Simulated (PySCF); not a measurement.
# Stretching KNa

Set-up: basis K pcseg-2, Na pcseg-2; no relativity; PySCF 2.14. Energies in eV from K + Na in their ground configurations at the same level. State: ¹Σ⁺ (singlet), closed shell.

```csv
R (Å),B2PLYP
3.048,-0.4891
3.190,-0.5490
3.331,-0.5824
3.438,-0.5930
3.544,-0.5936
3.650,-0.5857
3.792,-0.5644
3.969,-0.5247
4.182,-0.4638
4.465,-0.3698
```

Question: Put a parabola through the three lowest points of the B2PLYP curve and estimate Re, k and ωe (reduced mass 14.46 u; 1 eV/Å² = 0.16022 mdyn/Å; ωe = 1302.8·√(k/μ) cm⁻¹).

Answer: Through R = 3.438, 3.544, 3.65 Å the second-order coefficient is 0.378 eV/Å², so Re ≈ 3.498 Å, k ≈ 0.121 mdyn/Å and ωe ≈ 119 cm⁻¹. A polynomial fit of higher order to the unrounded B2PLYP energies gives Re = 3.496 Å, k = 0.130 mdyn/Å, ωe = 124 cm⁻¹; anharmonicity and rounding make the difference.

The higher-order fit for each curve: B2PLYP: Re = 3.496 Å, ωe = 124 cm⁻¹, De = 0.59 eV.

Correlated steps freeze 6 core orbitals. Closed-shell solutions of metal pairs were not tested for spin polarisation, which can lower them a little. B2PLYP dipoles, levels and charges come from its SCF part alone.
